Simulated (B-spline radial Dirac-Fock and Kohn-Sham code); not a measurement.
## I 4p1/2: cross section and angular parameters

System: atomic iodine, configuration 1s2 2s2 2p6 3s2 3p6 3d10 4s2 4p6 4d10 5s2 5p5; threshold 123.0 eV (tabulated edge). Calculated with a B-spline atomic structure program, using Dirac-Hartree-Slater photoionisation with a Latter tail; cross sections with all multipoles, angular parameters from the dipole term and its interference with E2.

```tsv
hν (eV)	σ (kb)	β	γ	δ
168	102	-0.404	0.215	-0.042
178	99.8	-0.307	0.072	-0.016
184	99.3	-0.235	0.011	-0.002
459	69.9	1.352	0.257	0.017
491	65.8	1.400	0.254	0.014
557	?	?	?	?
580	55.8	1.498	0.225	0.008
600	53.9	1.514	0.216	0.007
650	49.4	1.548	0.192	0.005
859	35.1	1.634	0.095	0.001
917	32.1	1.647	0.073	0.001
973	29.6	1.658	0.054	0.000
1020	27.6	1.665	0.040	0.000
1090	25.0	1.673	0.022	0.000
1280	19.4	1.687	-0.009	-0.001
1810	10.6	1.687	-0.011	-0.001
2000	8.77	1.681	0.008	-0.001
2580	5.33	1.654	0.097	0.001
2984.4	3.96	1.634	0.173	0.002
4000	2.11	1.580	0.374	0.007
4470	1.64	1.556	0.465	0.010
5700	0.929	1.498	0.692	0.020
5820	0.883	1.492	0.713	0.021
6000	0.820	1.484	0.744	0.022
8047.8	0.394	1.400	1.057	0.042
13000	0.109	1.239	1.609	0.094
15000	0.0732	1.186	1.774	0.116
```

Q: Give the values at 557 eV.

A: σ = 58.2 kb, β = 1.477, γ = 0.234, δ = 0.009.
